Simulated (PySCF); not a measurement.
C3H5Cl2F, SMILES C[C@@H](F)C(Cl)Cl.

Geometry optimised at PBE0-D3(BJ)/def2-SVP. The structure was generated by enumeration; whether it is a known compound was not checked. Other conformers were not sampled.

Computed with PBE/def2-TZVP (PySCF).

Isolated molecule, no solvent.

Computed frontier levels, gap, dipole moment and polarisability:
```
Property                                                                                                        Value
---------------------------------------------------------------------------------------------  ----------------------
highest occupied level                                                                                       -7.28 eV
lowest empty level                                                                                           -1.19 eV
orbital gap                                                                                                   6.08 eV
dipole moment                                                                                                  2.83 D
quadrupole, principal values (traceless, Buckingham form, about the centre of nuclear charge)  -3.25, -0.75, 4.00 D·Å
mean static polarisability                                                                       63.2 bohr³ (9.37 Å³)
polarisability, principal values                                                               51.0, 65.1, 73.6 bohr³
```
